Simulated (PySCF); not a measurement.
Vertical excitations of a molecule Cl2FH3Si2 from TDDFT-PBE/def2-SVPD in PySCF, as energy in eV (oscillator strength): 6.51 (0.050), 6.70 (0.001), 6.76 (0.108), 6.78 (0.025), 6.95 (0.027), 7.00 (0.015), 7.06 (0.041), 7.19 (0.047), 7.33 (0.020), 7.34 (0.015). Lowest triplet (TDA): 5.76 eV. The structure is a stationary point at r2SCAN-D4/def2-SVP. Other conformers were not sampled.

Problem. Which molecule gave these data?
A. F[SiH2][SiH](Cl)Cl
B. F[Si]([SiH3])(Cl)Cl
C. F[Si@H](Cl)[SiH2]Cl

Solution. B, F[Si]([SiH3])(Cl)Cl
